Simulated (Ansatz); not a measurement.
Be4, relaxed as a triplet with UKS B3LYP/def2-TZVP in Ansatz, starting from the B3LYP/def2-TZVP geometry of the neutral singlet. Force threshold 0.02 eV/Å.

At B3LYP/def2-TZVP a singlet of charge 0 lies 1.08 eV below the triplet, each at its own geometry. The structure comes from a short search, and lower isomers may exist.

Start:

```xyz
4

Be   -0.708   -0.707   -0.755
Be   -0.162    1.209   -0.287
Be    1.205   -0.307   -0.150
Be   -0.336   -0.195    1.191
```

(1) Estimate the energy that the relaxation releases and the steps that it takes.

(2) Does the start keep its bonding and symmetry?

(3) Predict the relaxed structure.

## Answers

(1) 2.9 kcal/mol, in 4 steps; 7.5 s on 4 threads of Arm Neoverse V1 on a shared host. No frequencies were taken in this run, so the end may be a saddle point.

(2) By distances, no bond broke or formed. The bond that changes most is Be1–Be4, from 2.05 to 2.19 Å (atoms count from 1). Point group Td at the start, D2d at the end, both within 0.05 Å.

(3) 
Cartesian coordinates in Å:
```
Be -0.6574 -0.6697 -0.8482
Be -0.2725 1.2064 -0.2654
Be 1.1892 -0.4145 -0.1185
Be -0.2594 -0.1222 1.2320
```
Bond lengths (bridged metal pairs left out): 6 × Be–Be 2.00 to 2.19 Å.
